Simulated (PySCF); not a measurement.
**Dipole moment and polarisability of `C=C(/C=N/C)C(=O)O`**

Species: C₅H₇NO₂.
Cartesian coordinates in Å at the GFN2-xTB level; atoms count from 1:
```
atom  x, y, z in Å
C1    -1.201    0.092    1.463
C2    -0.839    0.177    0.180
C3     0.515   -0.121   -0.282
N4     1.434   -0.416    0.529
C5     2.747   -0.702    0.056
C6    -1.804    0.571   -0.881
O7    -1.570    0.558   -2.063
O8    -2.993    0.957   -0.397
H9    -2.205    0.307    1.784
H10   -0.475   -0.203    2.200
H11    0.663   -0.065   -1.368
H12    2.849   -0.639   -1.035
H13    3.016   -1.705    0.393
H14    3.438   -0.003    0.529
H15   -3.581    1.200   -1.130
```

Level: PBE0/def2-SVPD (PySCF), static field, nuclei fixed, core orbitals frozen in the response. The polarisability tensor in these axes (au):

```
x    99.29 -13.26  -0.80
y   -13.26  52.64  -3.71
z    -0.80  -3.71  84.37
```

Problem. Give the principal values, the mean and the anisotropy Δα = √{½[(α1 − α2)² + (α2 − α3)² + (α1 − α3)²]}.

Solution. Principal values 48.73, 84.77 and 102.80 au; mean 78.76 au = 11.67 Å³ = 12.99 × 10⁻⁴⁰ C²·m²/J; Δα = 47.68 au (61 % of the mean).

Problem. What is the dipole moment, and where does it point?

Solution. (-0.51, 0.11, 0.87) D, 1.01 D in size, pointing from the negative to the positive side. Measured along this direction, the outermost atoms are H12 at the negative end and H9 at the positive end.

Problem. What would n − 1 = 2πNα be for an ideal gas of these molecules at 400 K and 1 atm, electronic part alone?

Solution. N = p/kT = 1.8347 × 10¹⁹ cm⁻³, so n − 1 = 2π × N × 11.67 × 10⁻²⁴ cm³ = 1345 × 10⁻⁶ at long wavelengths.

Problem. Give the eigenvalues of the traceless quadrupole moment Θ = ½Σq(3rr − r²1), origin at the centre of nuclear charge.

Solution. -8.88, -3.71, 12.59 D·Å. The values depend on the origin, since the dipole doesn't vanish. The electronic extent ⟨r²⟩ about the same centre is 1197 bohr², a root-mean-square distance of 2.36 Å for the 60 electrons.

Problem. Molar refractivity from α?

Solution. Lorentz–Lorenz: R = (4π/3)N_A α = 2.5225 cm³/(mol·Å³) × 11.67 Å³ = 29.4 cm³/mol, in the limit of long wavelengths.

Problem. Directions of the eigenvectors, and the extent of the frame along each?

Solution. Largest value along (0.97, -0.26, 0.01), where the nuclei span 7.14 Å; middle along (-0.04, -0.10, 0.99), 4.28 Å; least along (0.25, 0.96, 0.11), 1.76 Å. The response follows the extents in order.

Problem. Sum over states: ᾱ = Σ f/ω², ω in Eh. What share falls to these 6 lowest TDDFT singlets (eV, f)? 3.80, 0.0006; 4.75, 0.0003; 5.09, 0.1726; 5.76, 0.0003; 6.42, 0.0927; 6.60, 0.0162.

Solution. They add up to 6.92 au, 8.8 % of the 78.76 au; the largest single term is 4.93 au, from the state at 5.09 eV. Terms in order: 0.03, 0.01, 4.93, 0.01, 1.66, 0.27 au. Higher excitations give the rest. The strengths listed sum to 0.283.

Isolated species at its GFN2-xTB geometry (one conformer only).
